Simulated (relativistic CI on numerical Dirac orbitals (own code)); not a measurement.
## Mn2+ in a cubic cluster: 2p photoemission with charge transfer

Computed with a charge-transfer multiplet model of a cubic metal-ligand cluster with up to one ligand hole, Slater and spin-orbit integrals from Dirac-Coulomb-Breit ions, Slater integrals scaled by 0.9. The ground state mixes d5 with configurations of k ligand holes L, whose averages lie at kΔ + k(k − 1)U_dd/2; a core hole lowers each added d electron by U_cd. 300 K, Lorentzian 0.6 eV and Gaussian 0.8 eV FWHM.

Atomic integrals in eV (Slater integrals scaled, ζ unscaled), ground: F2dd 9.229, F4dd 5.732, zeta_d 0.037; with the core hole: F2dd 10.932, F4dd 6.843, zeta_d 0.060, zeta_core 6.788, F2cd 6.321, G1cd 4.735, G3cd 2.690.

Cluster parameters (eV): Δ = 3.5, U_dd = 6.3, U_cd = 7, 10Dq = 0.9, 10Dq(ligand) = 0.9, final-state hopping factor = 0.8.

| Case | n_d | d5 | d6L | S |
| --- | --- | --- | --- | --- |
| V(eg) = 0.9 eV, V(t2g) = -0.44 eV | 5.05 | 0.95 | 0.05 | 2.50 |
| V(eg) = 1.2 eV, V(t2g) = -0.58 eV | 5.08 | 0.92 | 0.08 | 2.50 |
| V(eg) = 1.5 eV, V(t2g) = -0.73 eV | 5.12 | 0.88 | 0.12 | 2.50 |

Weights, n_d and S are thermal averages at 300 K. Binding energies count from the first peak over 30 % of the highest in each spectrum, which can be another peak from case to case. The parameters are a model scan and need not match a compound or its usual spin state. Peaks in eV (height, largest 100):
- V(eg) = 0.9 eV, V(t2g) = -0.44 eV: 0.0 (88), 1.0 (100), 2.3 (89), 8.2 (22), 11.7 (40), 13.9 (50), 15.6 (42), 18.7 (6)
- V(eg) = 1.2 eV, V(t2g) = -0.58 eV: 0.0 (97), 1.3 (100), 3.3 (74), 9.0 (19), 11.9 (48), 13.2 (46), 16.6 (34)
- V(eg) = 1.5 eV, V(t2g) = -0.73 eV: 0.0 (100), 1.4 (91), 4.1 (53), 5.6 (38), 9.8 (16), 12.1 (49), 13.3 (46), 16.5 (22), 17.4 (24)

Curve for V(eg) = 1.5 eV, V(t2g) = -0.73 eV (points under 2 left out, the grid thinned):

| E (eV) | Intensity |
| --- | --- |
| -3.2 | 2.6 |
| -2.6 | 3.7 |
| -2.0 | 5.9 |
| -1.5 | 10.3 |
| -0.9 | 30.5 |
| -0.3 | 86.9 |
| 0.2 | 96.1 |
| 0.8 | 84.9 |
| 1.4 | 90.7 |
| 2.0 | 76.3 |
| 2.6 | 49.0 |
| 3.1 | 37.9 |
| 3.7 | 47.3 |
| 4.3 | 49.8 |
| 4.8 | 37.9 |
| 5.4 | 38.0 |
| 6.0 | 37.3 |
| 6.6 | 30.3 |
| 7.2 | 19.3 |
| 7.7 | 13.5 |
| 8.3 | 11.2 |
| 8.9 | 12.8 |
| 9.4 | 15.3 |
| 10.0 | 16.0 |
| 10.6 | 15.8 |
| 11.2 | 23.2 |
| 11.8 | 44.3 |
| 12.3 | 47.0 |
| 12.9 | 43.0 |
| 13.5 | 44.8 |
| 14.0 | 33.7 |
| 14.6 | 25.6 |
| 15.2 | 21.2 |
| 15.8 | 19.6 |
| 16.4 | 21.8 |
| 16.9 | 22.0 |
| 17.5 | 23.6 |
| 18.1 | 13.9 |
| 18.6 | 7.4 |
| 19.2 | 4.6 |
| 19.8 | 3.9 |
| 20.4 | 3.6 |
| 21.0 | 3.4 |
| 21.5 | 3.2 |
| 22.1 | 2.2 |

For the case V(eg) = 1.5 eV, V(t2g) = -0.73 eV, Δ = 3.5 eV is smaller than U_dd = 6.3 eV, the charge-transfer side of the Zaanen-Sawatzky-Allen scheme. With the core hole the average of the configuration with one ligand hole lies at Δ − U_cd = -3.5 eV before mixing: it lies below the unscreened one, so the lowest final states are mostly screened and the unscreened weight appears at higher binding energy as a satellite.

With at most 1 ligand hole the space is cut while the next configuration still counts, so covalency is underestimated, and a final configuration with one more ligand hole, which can lie low, is missing from the spectra.
